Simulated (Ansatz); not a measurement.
Harmonic frequencies (cm⁻¹) at PBE0-D4/def2-TZVP from Ansatz: 69, 85, 89, 165, 168, 179, 205, 223, 256, 314, 333, 376, 390, 404, 470, 649, 756, 3800.

Each molecule was computed in one conformer, which needn't be the lowest.

(1) Which molecule is it?
A. `[CH3][Mo]([F])(=[S])=[S]`
B. `[OH][Mo]([Cl])([Cl])([Cl])([Cl])[Cl]`
C. `[CH3][Mo](=[O])([F])=[S]`
D. `[NH]=[Mo](=[NH])([F])[F]`

Results:

(1) B.
